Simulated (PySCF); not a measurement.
**A small calculation by hand: entropy of an ideal gas**

AlF2Cl, SMILES [F][Al]([F])[Cl].

Geometry: PBE0-D3(BJ)/def2-SVP.

PBE0-D3(BJ)/def2-SVP (PySCF 2.14.0) gives the harmonic wavenumbers 188, 235, 264, 518, 853, 982 cm⁻¹ and the rotational temperatures 0.3172, 0.1509, 0.1023 K. The molar mass is 100.43 g/mol, the symmetry number 2, the spin multiplicity 1.

**Question.** Work out the entropy at 298.15 K and 1 atm in the rigid-rotor, harmonic-oscillator model.

**Answer.** 
Translation (Sackur–Tetrode at 1 atm): S = R[1.5 ln M + 2.5 ln T − 1.16487] = 166.2 J/(mol K).
Rotation: q = (√π/σ) T^1.5/√(θA θB θC) = 65200, S = R[ln q + 3/2] = 104.6 J/(mol K).
Vibration: with u = 1.4388 ν/T, each mode gives R[u/(e^u − 1) − ln(1 − e^−u)]:
```tsv
ν (cm⁻¹)	modes	u	S (J/(mol K))
188	1	0.91	9.40
235	1	1.13	7.70
264	1	1.27	6.84
518	1	2.50	2.57
853	1	4.12	0.70
982	1	4.74	0.42
```
These are all the modes. Sum 27.6 J/(mol K).
Spin: R ln 1 = 0.0 J/(mol K).
Total 298.5 J/(mol K); the program's own thermochemistry gives 298.5. Translation makes up 56 % and vibration 9 %. Anharmonicity, hindered rotation and orbital degeneracy are left out.
